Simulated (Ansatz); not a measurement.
Cartesian coordinates in Å:
```
C 1.4252 2.2124 -1.5491
N 0.1267 1.6606 -1.2733
C -0.9341 2.5680 -1.6253
Hf -0.2828 -0.0464 -0.2030
O -1.8309 -0.7890 -1.1535
N 1.3455 -1.2194 -0.6232
C 1.4187 -1.4840 -2.0458
C 2.3892 -1.9057 0.0821
C -0.2437 1.2903 1.9168
C 0.6185 0.2009 2.1429
C -0.1678 -0.9771 2.1825
C -1.5164 -0.6248 1.9807
C -2.6904 -1.5445 1.9912
C -1.5561 0.7793 1.7963
H 1.5370 2.4705 -2.6141
H 1.6177 3.1353 -0.9767
H 2.2101 1.4949 -1.2976
H -0.9072 2.8267 -2.6953
H -0.8812 3.5153 -1.0628
H -1.9143 2.1200 -1.4317
H -2.6145 -1.3217 -1.0533
H 1.3257 -2.5577 -2.2682
H 2.3706 -1.1361 -2.4751
H 0.6169 -0.9711 -2.5901
H 2.3360 -1.7133 1.1540
H 3.3865 -1.5903 -0.2631
H 2.3348 -2.9961 -0.0653
H 0.0468 2.3258 1.8204
H 1.6907 0.2563 2.2617
H 0.2019 -1.9819 2.3313
H -3.0964 -1.6445 3.0023
H -2.4202 -2.5446 1.6462
H -3.4945 -1.1686 1.3549
H -2.4480 1.3605 1.6031
```

Charge 0, multiplicity 1. Hf takes the def2 core potential.

Question: List the CAM-B3LYP/def2-TZVPP orbital energies in eV (the Gaussian-basis code of Ansatz). (An estimate is asked.)

Answer: Computed: Occupied: -521.48, -390.41, -390.16, -279.16, -279.02, -279.00, -278.95, -278.93, -278.91, -278.88, -278.88, -278.86, -278.85, -68.74, -37.32, -37.17, -37.05, -27.65, -26.44, -25.91, -25.74, -22.96, -21.63, -21.07, -20.95, -20.35, -18.19, -18.04, -17.05, -16.70, -15.79, -14.82, -14.31, -14.10, -13.95, -13.76, -13.70, -13.64, -13.49, -13.45, -12.63, -12.50, -12.19, -12.10, -12.06, -11.96, -11.54, -11.48, -11.36, -10.58, -10.42, -9.89, -9.83, -8.40, -8.14, -7.42, -6.86. Lowest empty: 1.08, 1.25, 1.44, 1.96, 2.19, 2.27, 2.61, 2.71.
